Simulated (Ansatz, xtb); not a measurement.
**ClFH3Si2+: where a starting geometry ends**

The starting geometry of this gas-phase singlet has its atoms placed at random.

```xyz
7

Cl   -0.5392    0.3328   -0.5950
F     0.2349   -0.8454   -1.2530
Si    0.1674   -2.1629    0.7740
Si    1.3877    0.8664   -0.8616
H     0.8364   -1.4720   -1.1330
H     0.4099    1.6963    0.0863
H    -1.4277    1.1670   -0.7807
```

Question: One run relaxed it with r2SCAN-D4/def2-SVP. What is a likely outcome?

Answer: It ends as a structure with Cl1 bridging Si4 and H7, given below by its coordinates. Distances that change by over a tenth: Cl1–Si4 (2.02 → 2.37 Å). Contacts that open: Cl1–F2 (1.56 → 3.23 Å). Contacts that close: Si3–Si4 (3.65 → 2.26 Å).

The energy falls by 14.43 eV over 47 steps:

```json
{"step": "1", "E − E(last) (eV)": "14.430"}
{"step": "6", "E − E(last) (eV)": "2.131"}
{"step": "11", "E − E(last) (eV)": "0.490"}
{"step": "16", "E − E(last) (eV)": "0.403"}
{"step": "21", "E − E(last) (eV)": "0.144"}
{"step": "27", "E − E(last) (eV)": "0.012"}
{"step": "32", "E − E(last) (eV)": "0.010"}
{"step": "37", "E − E(last) (eV)": "0.010"}
{"step": "42", "E − E(last) (eV)": "0.003"}
{"step": "47", "E − E(last) (eV)": "0.000"}
```

Final geometry (Å):

```xyz
7

Cl   -0.7800    1.2079   -1.4458
F     0.4853   -1.7595   -1.4236
Si    1.6840   -1.2055    0.2530
Si    0.4427    0.6673    0.5134
H     0.4672   -2.6824   -1.6110
H     0.7741    2.0537    0.9487
H    -2.0039    1.3010   -0.9977
```

From the same start GFN2-xTB ends elsewhere, in pieces: ClH2Si2 + FH.

From so rough a start the end depends on the optimiser's path, so another program may land elsewhere. No frequencies were run, so the end isn't proven a minimum. Run with Ansatz 0.2.0, 85 s on 2 threads of Intel(R) Xeon(R) Platinum 8259CL CPU @ 2.50GHz (Skylake/Cascade Lake) (shared host).
